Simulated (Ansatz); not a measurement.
Harmonic frequencies (cm⁻¹) at PBE0-D4/def2-TZVP from Ansatz: 52, 72, 93, 208, 288, 341, 404, 420, 501, 663, 676, 761, 821, 838, 844, 894, 935, 1023, 1580, 1930, 1952, 2270, 3608, 3702.

Each molecule was computed in one conformer, which needn't be the lowest.

(1) Which molecule is it?
A. `C/N=C/S`
B. `N[SiH](F)[O][SbH2]`
C. `B1NCN1`
D. `[OH][AlH]/[CH]=C/F`

Answers

(1) B.
